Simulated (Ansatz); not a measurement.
CH4AlF2N (`C[NH][Al]([F])[F]`). Total charge 0; spin multiplicity 1.

```xyz
9

C    -0.480    0.814   -0.880
N    -0.257   -0.459   -0.221
Al    0.717   -0.780    1.193
F     0.848   -2.301    1.795
F     1.518    0.440    1.943
H    -1.539    1.095   -0.883
H    -0.130    0.807   -1.918
H     0.064    1.603   -0.358
H    -0.743   -1.219   -0.672
```

Task: Give the diagnostics of a CCSD(T)/def2-TZVPP run (frozen core, Ansatz 0.2.0). (Estimate.)

Result: The calculation gave: T1 = 0.0115, largest single amplitude 0.025, largest double 0.028, (T) share of the correlation energy 3.1 %, 9 CCSD cycles. The RHF solution is stable towards an unrestricted one. T1 lies under the customary mark of 0.02 for closed shells.
